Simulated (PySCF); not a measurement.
Isomers of C9H13F, from PySCF, PBE0-D3(BJ)/def2-SVP geometry optimisation, gas phase. One conformer each, no zero-point energy, no frequencies.

Question: Which isomer lies lowest at this level?
A. `[CH2:1]=[CH:2][C@@:3]1([F:4])[CH2:5][CH2:6][C:7]12[CH2:8][CH2:9][CH2:10]2` with C1–C2–C3–F4 3°: A = 2051, B = 1103, C = 1004 MHz, dipole 1.52 D
B. `[CH2:1]=[CH:2]/[C:3](=[CH:4]\[CH2:5][F:6])[C:7](=[CH2:8])[CH2:9][CH3:10]` with C1–C2–C3–C4 -161°, C3–C4–C5–F6 -169°, C2–C3–C7–C8 43°, C3–C7–C9–C10 65°: A = 1544, B = 842.5, C = 656.2 MHz, dipole 1.61 D
C. `[CH3:1][CH2:2][C@@:3]12[CH:4]=[CH:5][C@@:6]([F:7])([CH2:8][CH2:9]1)[CH2:10]2` with C1–C2–C3–C4 60°: A = 2532, B = 1026, C = 950.9 MHz, dipole 1.95 D

Answer: C. That is `CC[C@@]12C=C[C@@](F)(CC1)C2`, 29.8 kcal/mol below the next.

```tsv
SMILES	mapped SMILES	E (Eh)	relative (kcal/mol)	relative (kJ/mol)	dipole (D)
CC[C@@]12C=C[C@@](F)(CC1)C2	[CH3:1][CH2:2][C@@:3]12[CH:4]=[CH:5][C@@:6]([F:7])([CH2:8][CH2:9]1)[CH2:10]2	-449.78373	0.0	0.0	1.95
C=C[C@@]1(F)CCC12CCC2	[CH2:1]=[CH:2][C@@:3]1([F:4])[CH2:5][CH2:6][C:7]12[CH2:8][CH2:9][CH2:10]2	-449.73629	29.8	124.6	1.52
C=C/C(=C\CF)C(=C)CC	[CH2:1]=[CH:2]/[C:3](=[CH:4]\[CH2:5][F:6])[C:7](=[CH2:8])[CH2:9][CH3:10]	-449.72377	37.6	157.4	1.61
```

As drawn, the lowest has a quaternary carbon, which the highest lacks.
